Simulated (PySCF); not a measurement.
# Dipole moment and polarisability across levels of theory

Compound: C2H6BN.
SMILES: `[BH3-][N+]#CC`

PySCF, dipoles from the SCF density, polarisabilities from static response with core orbitals frozen. Geometry: PBE0-D3(BJ)/def2-SVP; no solvent, vibrations or thermal averaging.

Q: How do dipole and polarisability depend on functional and basis here?

A: 

```
              level  μ (D)  α (au)  anisotropy (au)
      LDA/def2-SVPD  6.808   59.73            48.56
      PBE/def2-SVPD  6.872   58.27            47.05
    B3LYP/def2-SVPD  7.257   55.78            41.54
     PBE0/def2-SVPD  7.285   55.11            41.22
BHandHLYP/def2-SVPD  7.672   52.59            35.76
CAM-B3LYP/def2-SVPD  7.518   54.17            37.62
  wB97X-D/def2-SVPD  7.514   54.42            37.94
  LC-wPBE/def2-SVPD  7.660   52.24            34.92
       HF/def2-SVPD  8.220   49.31            29.27
        PBE0/6-31G*  7.253   45.64            39.46
       PBE0/6-31+G*  7.346   49.85            40.48
      PBE0/def2-SVP  7.281   47.82            40.59
   PBE0/aug-cc-pVDZ  7.275   55.73            41.14
     PBE0/def2-TZVP  7.321   52.66            40.62
    PBE0/def2-TZVPD  7.297   55.67            41.29
```

The anisotropy is √(½[(α1 − α2)² + (α2 − α3)² + (α3 − α1)²]). The dipole runs from 6.81 D (LDA/def2-SVPD) to 8.22 D (HF/def2-SVPD). No reference polarisability is at hand; against PBE0 in the largest diffuse basis at hand (def2-TZVPD) the other PBE0 rows deviate by 6-31G* -18%, 6-31+G* -10%, def2-SVP -14%, def2-SVPD -1%, aug-cc-pVDZ 0%, def2-TZVP -5%. In one basis (def2-SVPD) the functionals order the polarisability from HF (lowest) to LDA (highest), a spread of 21%. With PBE0 the polarisability is 48.71 au without diffuse functions (mean of 6-31G*, def2-SVP and def2-TZVP) and 54.09 au with them (mean of 6-31+G*, def2-SVPD, aug-cc-pVDZ and def2-TZVPD).
